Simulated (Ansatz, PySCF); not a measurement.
Noncovalent pair: aminoborane (SMILES BN) (first 6 atoms) with HF (SMILES F); geometry from B3LYP-D3(BJ)/def2-TZVP, rigid monomers moved along the line of their centres of mass till N2···H8 is 2.21 Å.
(charge 0, multiplicity 1):
```xyz
8

B      0.90642    -0.12577     0.06133
N     -0.14341     0.57943     0.66532
H      0.66260    -0.82367    -0.87059
H      1.99912    -0.02550     0.52061
H      0.01238     1.27652     1.37838
H     -1.06486     0.63324     0.25706
F     -1.11094    -1.51535     2.79649
H     -0.77127    -0.93754     2.13871
```

Monomers are frozen at their geometry in the pair; levels with a basis set take the counterpoise correction. Rows marked so take none.

Frozen-core correlation. CBS: X⁻³ extrapolation of the correlation energy, Hartree–Fock from the larger set. Rows in 6-311+G**, 6-31G* carry no dispersion term and start afresh at each structure (6-31G* with six Cartesian d functions). MP2/6-31G* freezes PySCF's default core.

Codes used: Ansatz (a quantum-chemistry and plane-wave program) with Gaussian orbitals; PySCF for 6-311+G** rows, 6-31G* rows, the dispersion terms. Each number belongs to the level named beside it.

| level | interaction energy (meV) |
|---|---|
| HF/6-31G* | -187.9 |
| r2SCAN-D3(BJ)/def2-TZVPPD | -225.2 |
| r2SCAN-D4/def2-TZVPPD | -223.5 |
| B3LYP/6-31G* (no counterpoise) | -251.1 |
| B3LYP/6-311+G** (no counterpoise) | -206.2 |
| B3LYP-D3(BJ)/def2-TZVPPD | -225.0 |
| PBE0/def2-TZVPPD | -206.8 |
| MP2/6-31G* | -184.8 |
| MP2/CBS(aug-cc-pVDZ, aug-cc-pVTZ) + ΔCCSD(T)/aug-cc-pVDZ | (withheld) |

What belongs in the gaps?


- MP2/CBS(aug-cc-pVDZ, aug-cc-pVTZ) + ΔCCSD(T)/aug-cc-pVDZ, interaction energy (meV): -201.4
